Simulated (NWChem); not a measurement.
Basis-set convergence for H₃Al

SMILES: [AlH3]
```xyz
4

Al     0.0000     0.0000     0.0000
H      0.0000     0.0000     1.6008
H      1.3864     0.0000    -0.8004
H     -1.3864     0.0000    -0.8004
```
Charge 0, spin multiplicity 1.

Everything below was run with NWChem. Structure: optimised with PBE/def2-SVP, a minimum by its harmonic frequencies.

Quantity: LUMO energy at the level PBE0.

The Pople sets run with spherical d functions. The structure started from a generated list of species.

| basis | functions | LUMO energy (eV) |
|---|---|---|
| 6-31+G* | 28 | -1.77 |
| def2-SVP | 33 | -1.76 |
| 6-311G** | 44 | -1.79 |
| def2-SVPD | 48 | -1.75 |
| aug-cc-pVDZ | 54 | -1.83 |
| def2-TZVPD | 70 | -1.76 |
| def2-TZVPP | 84 | -1.77 |
| aug-cc-pVTZ | 119 | -1.80 |
| cc-pVQZ | 149 | -1.79 |
| def2-QZVP | 160 | -1.79 |

Smallest basis within 0.2 eV of def2-QZVP, the largest set run: 6-31+G*, with 28 functions against 160 (also within reach: def2-SVP, 6-311G**, def2-SVPD, aug-cc-pVDZ, def2-TZVPD, def2-TZVPP, aug-cc-pVTZ, cc-pVQZ). def2-QZVP isn't the basis-set limit itself, and a small set can land close by cancellation.
